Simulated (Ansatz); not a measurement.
A nudged elastic band was laid between two geometries of a periodic cell of 17 atoms, Nb$_{16}$Cl (surface Nb(110), adsorbate Cl).

All numbers below come from DFT PBE, scalar-relativistic, plane waves, PAW (Ansatz 0.2.0). Settings: cutoff 420 eV, k mesh 3x4x1, fermi-dirac smearing 0.15 eV, no spin polarisation.

```json
{"movable images": "5", "climbing image": "yes", "spring": "5.0 eV/Å²", "optimiser": "lbfgs", "start path": "IDPP", "force threshold": "0.03 eV/Å", "iteration limit": "49", "end points": "relaxed", "atoms held": "1 to 4"}
```

Image 0:

```xyz
17
Lattice="6.6000 0.0000 0.0000 3.3000 4.6669 0.0000 0.0000 0.0000 19.0004" Properties=species:S:1:pos:R:3
Nb 0.000 2.333 1.000
Nb 3.300 2.333 1.000
Nb 1.650 4.667 1.000
Nb 4.950 4.667 1.000
Nb -0.006 -0.001 3.248
Nb 3.305 -0.001 3.248
Nb 1.650 2.331 3.263
Nb 4.950 2.332 3.256
Nb -0.004 2.330 5.634
Nb 3.302 2.331 5.634
Nb 1.649 4.661 5.660
Nb 4.949 4.667 5.571
Nb 0.086 0.001 7.945
Nb 3.212 0.006 7.948
Nb 1.644 2.268 7.920
Nb 4.952 2.386 7.842
Cl 8.252 4.225 9.779
```

Image 6:

```xyz
17
Lattice="6.6000 0.0000 0.0000 3.3000 4.6669 0.0000 0.0000 0.0000 19.0004" Properties=species:S:1:pos:R:3
Nb 0.000 2.333 1.000
Nb 3.300 2.333 1.000
Nb 1.650 4.667 1.000
Nb 4.950 4.667 1.000
Nb 0.000 -0.001 3.256
Nb 3.300 -0.002 3.263
Nb 1.655 2.333 3.248
Nb 4.944 2.333 3.248
Nb -0.001 2.334 5.571
Nb 3.299 2.328 5.660
Nb 1.652 4.664 5.634
Nb 4.946 4.664 5.634
Nb 0.002 0.052 7.842
Nb 3.294 -0.066 7.920
Nb 1.562 2.339 7.948
Nb 5.036 2.334 7.945
Cl 9.902 1.891 9.779
```

**Question.** Which bonds break or form, and what moves?

**Answer.** Contacts lost: Nb13–Cl17. Contacts made: Nb16–Cl17. The atom that moves furthest is Cl17, by 2.86 Å; four of its nearest neighbours are Nb13 2.56, Nb14 2.57, Nb15 2.70, Nb16 3.43 Å at the first end and Nb16 2.56, Nb15 2.57, Nb14 2.70, Nb13 3.43 Å at the last.

**Question.** Give the energies along the band, and the barrier.

**Answer.** It converged. The highest image is number 3 of 0 to 6, 0.38 eV above the ends, which have the same energy within 2 meV. By the program's own check the climbing image is a first-order saddle point (lowest curvatures found: -1.21 and 0.14 eV/Å²). Limits of this set-up: coarse k mesh, thin slab, slab without dipole correction, odd electron count without spin.

```tsv
image	path coordinate (Å)	energy (eV)	Nb13–Cl17 (Å)	Nb16–Cl17 (Å)
0	0.00	0.00	2.56	3.43
1	0.41	0.06	2.55	3.67
2	0.82	0.28	2.52	3.83
3	1.23	0.38	2.52	3.53
4	1.93	0.13	2.56	2.83
5	2.61	0.01	2.82	2.54
6	3.30	0.00	3.43	2.56
```

**Question.** What is the geometry of the highest image?

**Answer.** 
```xyz
17
Lattice="6.6000 0.0000 0.0000 3.3000 4.6669 0.0000 0.0000 0.0000 19.0004" Properties=species:S:1:pos:R:3
Nb 0.000 2.333 1.000
Nb 3.300 2.333 1.000
Nb 1.650 4.667 1.000
Nb 4.950 4.667 1.000
Nb -0.008 -0.004 3.258
Nb 3.296 -0.002 3.246
Nb 1.643 2.330 3.258
Nb 4.939 2.327 3.246
Nb -0.023 2.315 5.607
Nb 3.285 2.329 5.643
Nb 1.630 4.654 5.643
Nb 4.939 4.668 5.607
Nb 0.010 0.034 7.963
Nb 3.222 0.025 7.850
Nb 1.595 2.280 7.966
Nb 4.981 2.285 7.850
Cl 9.056 3.491 10.006
```

The band took 23 iterations and roughly 90 core-minutes.

Time of the run: 26 min on 4 threads of Intel(R) Xeon(R) Platinum 8375C CPU @ 2.90GHz (Ice Lake), with other jobs on the host, peak memory 3.7 GiB.
